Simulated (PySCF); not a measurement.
siletan-3-ol (C3H8OSi), SMILES OC1C[SiH2]C1. Geometry optimised at TPSSh-D3(BJ)/def2-SVP. One conformer was computed; it need not be the lowest.

Calculation: TPSSh-D3(BJ)/def2-SVP run with PySCF.

Harmonic wavenumbers (cm⁻¹): 132, 292, 365, 409, 447, 506, 513, 658, 708, 749, 800, 876, 883, 965, 970, 1012, 1059, 1095, 1159, 1176, 1254, 1330, 1398, 1419, 1454, 2248, 2254, 2965, 3050, 3057, 3128, 3140, 3765. Rotational constants (GHz): 8.635, 2.861, 2.363; symmetry number 1.

### Question
Work out the zero-point energy and the ideal-gas rigid-rotor harmonic-oscillator thermochemistry at 298.15 K and 1 atm.

### Answer
ZPE = ½ Σ hcν = ½ × 45234 cm⁻¹ = 270.56 kJ/mol. H − E(el) = 288.98 kJ/mol. Entropy in J/(mol K): translation 164.61, rotation 109.25, vibration 44.15, total 318.02. G − E(el) = 194.16 kJ/mol. Cp = 106.31 J/(mol K). Modes under 150 cm⁻¹ make the vibrational entropy uncertain.
